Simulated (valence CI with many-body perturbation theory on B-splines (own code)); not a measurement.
# E1 line list for B

Calculated by relativistic CI+MBPT: three valence electrons over a frozen Dirac-Fock core [He], a basis of 11 s, 11 p, 9 d, 7 f, 5 g, 2 h, 1 i functions for each j, with the one-electron correlation potential Σ1 (screened to all orders), the two-electron term Σ2, the three-electron term Σ3, Breit, model QED; selected single and double excitations, second order for the rest (own B-spline code, finite nucleus).

Set against measurement, 16 paired levels are off by 30 cm⁻¹ on average, the worst by 79. These come from a selection out of the NIST Handbook of Basic Atomic Spectroscopic Data. Levels without a partner in it may be off by more.

Lines 1 to 50 of 81 in falling wavelength, among levels below 7.627 eV, chosen from the strongest by gf and those to the six lowest levels. Wavelengths and rates use the calculated energies, so an error of 30 cm⁻¹ moves a line at 35930 Å by 1.1 % and its rate by three times that or more. Electric multipoles are in the length gauge, E1 and E2 with the static RPA response of the core. Weak lines are less certain than strong ones. Lines between different terms over intervals too small for the method are left out, as are lines whose strength nearly cancels. The highest levels of a list are the least certain.

```csv
λ vac (Å),λ from measured levels,Upper,Lower,A (s⁻¹),log gf,Branch %
45220,,2s²4d ²D_3/2,2s²4p ²P°_3/2,4.13e+05,-0.30,0.4
45220,,2s²4d ²D_5/2,2s²4p ²P°_3/2,2.48e+06,0.66,2.4
45200,,2s²4d ²D_3/2,2s²4p ²P°_1/2,2.06e+06,0.40,2.0
42270,,2s²5s ²S_1/2,2s²4p ²P°_3/2,2.44e+06,0.12,3.0
42260,,2s²5s ²S_1/2,2s²4p ²P°_1/2,1.22e+06,-0.18,1.5
35930,36020,2s²4p ²P°_1/2,2s²4s ²S_1/2,2.66e+06,0.01,57.9
35920,36010,2s²4p ²P°_3/2,2s²4s ²S_1/2,2.66e+06,0.31,57.9
33250,33130,2s²4p ²P°_1/2,2s²3d ²D_3/2,1.74e+06,-0.24,37.9
33240,33120,2s²4p ²P°_3/2,2s²3d ²D_5/2,1.57e+06,0.02,34.0
33240,33120,2s²4p ²P°_3/2,2s²3d ²D_3/2,1.74e+05,-0.94,3.8
18990,19000,2s²4f ²F°_5/2,2s²3d ²D_5/2,8.42e+05,-0.56,5.6
18990,19000,2s²4f ²F°_7/2,2s²3d ²D_5/2,1.26e+07,0.74,84.7
18990,19000,2s²4f ²F°_5/2,2s²3d ²D_3/2,1.18e+07,0.58,79.0
16230,16250,2s²3d ²D_3/2,2s²3p ²P°_3/2,2.11e+06,-0.48,1.0
16230,16250,2s²3d ²D_5/2,2s²3p ²P°_3/2,1.26e+07,0.48,5.8
16230,16240,2s²3d ²D_3/2,2s²3p ²P°_1/2,1.05e+07,0.22,4.8
15660,15630,2s²4s ²S_1/2,2s²3p ²P°_3/2,1.09e+07,-0.10,9.6
15660,15630,2s²4s ²S_1/2,2s²3p ²P°_1/2,5.45e+06,-0.40,4.8
15540,,2s²5p ²P°_1/2,2s²4s ²S_1/2,2.26e+05,-1.79,9.7
15540,,2s²5p ²P°_3/2,2s²4s ²S_1/2,2.26e+05,-1.48,9.8
15010,,2s²5p ²P°_1/2,2s²3d ²D_3/2,5.39e+05,-1.44,23.0
15010,,2s²5p ²P°_3/2,2s²3d ²D_5/2,4.68e+05,-1.20,20.3
15010,,2s²5p ²P°_3/2,2s²3d ²D_3/2,5.39e+04,-2.14,2.3
11670,11670,2s²3p ²P°_1/2,2s²3s ²S_1/2,1.72e+07,-0.15,100.0
11660,11660,2s²3p ²P°_3/2,2s²3s ²S_1/2,1.72e+07,0.15,100.0
10120,10070,2s²4p ²P°_1/2,2s2p² ²D_3/2,5.20e+03,-3.80,0.1
10120,10070,2s²4p ²P°_3/2,2s2p² ²D_3/2,5.22e+02,-4.49,0.0
10120,10070,2s²4p ²P°_3/2,2s2p² ²D_5/2,4.41e+03,-3.57,0.1
8787,,2s²4d ²D_3/2,2s²3p ²P°_3/2,1.82e+00,-7.07,0.0
8787,,2s²4d ²D_5/2,2s²3p ²P°_3/2,1.72e+01,-5.92,0.0
8786,,2s²4d ²D_3/2,2s²3p ²P°_1/2,1.04e+01,-6.32,0.0
8670,,2s²5s ²S_1/2,2s²3p ²P°_3/2,3.41e+06,-1.11,4.2
8668,,2s²5s ²S_1/2,2s²3p ²P°_1/2,1.70e+06,-1.42,2.1
8236,8214,2s²4f ²F°_5/2,2s2p² ²D_3/2,2.14e+06,-0.89,14.3
8235,8214,2s²4f ²F°_5/2,2s2p² ²D_5/2,1.52e+05,-2.03,1.0
8235,8214,2s²4f ²F°_7/2,2s2p² ²D_5/2,2.28e+06,-0.73,15.3
7387,,2s²5p ²P°_1/2,2s2p² ²D_3/2,2.30e+04,-3.42,1.0
7387,,2s²5p ²P°_3/2,2s2p² ²D_3/2,2.30e+03,-4.12,0.1
7387,,2s²5p ²P°_3/2,2s2p² ²D_5/2,4.66e+03,-3.82,0.2
5636,5635,2s²4p ²P°_1/2,2s²3s ²S_1/2,1.92e+05,-2.74,4.2
5636,5635,2s²4p ²P°_3/2,2s²3s ²S_1/2,1.94e+05,-2.43,4.2
5094,5068,2s²3p ²P°_3/2,2s2p² ⁴P_5/2,4.01e-01,-8.20,0.0
5093,5067,2s²3p ²P°_1/2,2s2p² ⁴P_3/2,3.79e-02,-9.53,0.0
5092,5066,2s²3p ²P°_3/2,2s2p² ⁴P_3/2,4.47e-05,-12.16,0.0
5091,5065,2s²3p ²P°_1/2,2s2p² ⁴P_1/2,2.95e+00,-7.64,0.0
5090,5065,2s²3p ²P°_3/2,2s2p² ⁴P_1/2,2.92e+00,-7.34,0.0
4674,,2s²5p ²P°_1/2,2s²3s ²S_1/2,5.06e+03,-4.48,0.2
4674,,2s²5p ²P°_3/2,2s²3s ²S_1/2,5.22e+03,-4.16,0.2
3472,3460,2s²4p ²P°_3/2,2s2p² ⁴P_5/2,5.56e-01,-8.40,0.0
3471,3459,2s²4p ²P°_1/2,2s2p² ⁴P_3/2,5.82e-02,-9.68,0.0
```
